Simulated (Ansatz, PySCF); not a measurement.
CH4MoO2S, SMILES [O]=[Mo]([SH])([CH3])=[O], multiplicity 1. Atoms are numbered in the order given.

```xyz
9

Mo     0.2109    -0.0053    -0.1180
O      1.4006     0.9300     0.5927
O      0.8208    -1.4776    -0.6198
C     -0.3585     1.0126    -1.8583
H     -0.7421     2.0103    -1.5908
H     -1.1403     0.4350    -2.3773
H      0.5090     1.1283    -2.5272
S     -1.6391    -0.2940     1.2740
H     -1.4221     0.8754     1.9228
```

The structure is a stationary point at PBE0-D3(BJ)/def2-SVP. The spin state was assumed, not searched. The structure was generated by enumeration; whether it is a known compound was not checked. The def2 effective core potentials stand for the cores of Mo; spin–orbit coupling is left out. Other conformers were not sampled.

Two levels are set side by side: PBE-D3(BJ)/def2-SVP (Ansatz, a first-principles code) and PBE0-D3(BJ)/def2-SVP (Ansatz). Each level has its own optimised geometry; the coordinates shown are those of the second. Frequencies come from the Hessian of PySCF at each geometry. Differences are taken from unrounded values.

```
quantity                            PBE0-D3(BJ)  PBE-D3(BJ)  PBE-D3(BJ) minus PBE0-D3(BJ)
----------------------------------  -----------  ----------  ----------------------------
mean bond length (Å)                      1.554       1.568                         0.014
bond Mo1–O2 (Å)                           1.672       1.697                         0.025
bond Mo1–O3 (Å)                           1.671       1.696                         0.025
bond Mo1–C4 (Å)                           2.095       2.107                         0.012
bond Mo1–S8 (Å)                           2.333       2.347                         0.014
bond C4–H5 (Å)                            1.102       1.110                         0.008
bond C4–H6 (Å)                            1.102       1.110                         0.008
bond C4–H7 (Å)                            1.102       1.110                         0.008
bond S8–H9 (Å)                            1.355       1.367                         0.012
highest harmonic wavenumber (cm⁻¹)         3165        3076                           -89
mean harmonic wavenumber (cm⁻¹)            1073        1035                           -38
zero-point energy (kcal/mol)              32.23       31.08                         -1.14
```

GGA bonds tend to be longer and softer than those of functionals with exact exchange. Differences between two approximate levels are no errors against the true value.
